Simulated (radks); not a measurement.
All-electron atom: Ba12+ in [Ar] 3d10 4s1 4p6 4d9 (not the ground configuration).

Method: scalar-relativistic Kohn-Sham, BLYP, spin-polarised, spherical densities, finite nucleus; open shells are filled with parallel spins first (spin-orbit coupling, left out, can overturn this in heavy ions); Fermi nuclear charge, rms radius 4.8378 fm; computed with a radial shooting solver on a logarithmic mesh with Libxc functionals.

Energy parts (eV):
total: -220022.63
kinetic: 232304.68
electron-nucleus: -522934.09
Hartree: 75800.24
exchange-correlation: -5193.47

Orbitals (lengths in bohr, moments of r in powers of bohr; <r^-3> diverges for s and p1/2; r(max) is where P^2 peaks; r(90%) holds 90 % of the orbital's charge):
| orbital | occ. | eigenvalue (eV) | r(90%) | <r^-3> | <1/r> | r(max) |
|---|---|---|---|---|---|---|
| 1s up | 1 | -37485.12 | 0.0461 | - | 60.70 | 0.01642 |
| 1s down | 1 | -37484.61 | 0.0461 | - | 60.70 | 0.01643 |
| 2s up | 1 | -6108.989 | 0.170 | - | 13.96 | 0.09287 |
| 2s down | 1 | -6108.157 | 0.170 | - | 13.96 | 0.09287 |
| 2p up | 3 | -5501.727 | 0.156 | 7032 | 13.28 | 0.07460 |
| 2p down | 3 | -5500.996 | 0.156 | 7032 | 13.28 | 0.07460 |
| 3s up | 1 | -1457.500 | 0.428 | - | 5.051 | 0.2661 |
| 3s down | 1 | -1456.806 | 0.428 | - | 5.051 | 0.2662 |
| 3p up | 3 | -1262.754 | 0.434 | 1387 | 4.793 | 0.2603 |
| 3p down | 3 | -1262.015 | 0.433 | 1387 | 4.793 | 0.2603 |
| 3d up | 5 | -980.1398 | 0.416 | 190.9 | 4.545 | 0.2147 |
| 3d down | 5 | -979.2688 | 0.416 | 191.0 | 4.545 | 0.2148 |
| 4s up | 1 | -446.9083 | 0.943 | - | 2.134 | 0.6187 |
| 4s down | 0 | -443.8769 | 0.945 | - | 2.133 | 0.6188 |
| 4p up | 3 | -382.3576 | 1.00 | 310.6 | 1.984 | 0.6441 |
| 4p down | 3 | -379.4331 | 1.00 | 309.6 | 1.981 | 0.6444 |
| 4d up | 5 | -287.7943 | 1.11 | 36.66 | 1.763 | 0.6747 |
| 4d down | 4 | -285.0921 | 1.11 | 36.45 | 1.758 | 0.6756 |

The highest occupied level is 4d down at -285.09 eV. The configuration is held as typed, so some empty levels lie below it. The electron density at the nucleus is 3.335e+05 e/bohr^3 (large components only). Spin moment in Bohr magnetons: 2. The density falls to 0.001 e/bohr^3 at r = 1.94 bohr. Summed over all electrons, <r^2> = 11.27 bohr^2, which gives a Langevin (diamagnetic) susceptibility term of -8.92 x 10^-6 cm^3/mol. The spin density at the nucleus is 833.3 e/bohr^3 (1s 2.9, 2s -0.4, 3s 0.5, 4s 830.2).
